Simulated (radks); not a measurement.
Species: Tb XXXI. Configuration: [Ar] 3d10 4s2 4p5.

Calculated with a radial shooting solver on a logarithmic mesh with Libxc functionals: scalar-relativistic Kohn-Sham, exchange-only LDA, spin-polarised, spherical densities, point nucleus; open shells are filled with parallel spins first (spin-orbit coupling, left out, can overturn this in heavy ions).

Energy parts (hartree):
total: -11232.1079
kinetic: 12127.0467
electron-nucleus: -25962.7193
Hartree: 2805.6785
exchange: -202.1139

Orbitals (lengths in bohr, moments of r in powers of bohr; r(max) is where P^2 peaks):
| orbital | occ. | eigenvalue (hartree) | <r> | r(max) |
|---|---|---|---|---|
| 1s up | 1 | -1944.712 | 0.02152 | 0.01365 |
| 1s down | 1 | -1944.682 | 0.02152 | 0.01365 |
| 2s up | 1 | -356.1509 | 0.09148 | 0.07753 |
| 2s down | 1 | -356.1321 | 0.09148 | 0.07753 |
| 2p up | 3 | -321.1591 | 0.08083 | 0.06279 |
| 2p down | 3 | -321.1335 | 0.08083 | 0.06279 |
| 3s up | 1 | -108.8520 | 0.2371 | 0.2188 |
| 3s down | 1 | -108.8220 | 0.2371 | 0.2188 |
| 3p up | 3 | -98.05039 | 0.2351 | 0.2144 |
| 3p down | 3 | -98.01770 | 0.2351 | 0.2144 |
| 3d up | 5 | -84.22729 | 0.2127 | 0.1744 |
| 3d down | 5 | -84.19698 | 0.2126 | 0.1744 |
| 4s up | 1 | -48.21626 | 0.4892 | 0.4772 |
| 4s down | 1 | -48.09842 | 0.4892 | 0.4770 |
| 4p up | 3 | -44.23307 | 0.5023 | 0.4895 |
| 4p down | 2 | -44.11602 | 0.5024 | 0.4893 |

The highest occupied level is 4p down at -1200.5 eV. The density falls to 0.001 e/bohr^3 at r = 1.23 bohr. For comparison, the ionisation energy in NIST's Atomic Spectra Database is 1208 eV (theoretical). In exact Kohn-Sham theory the highest level is minus the ionisation energy, but local and semilocal functionals leave it too shallow, through self-interaction and a potential that decays too fast; potentials with the right tail come closer.
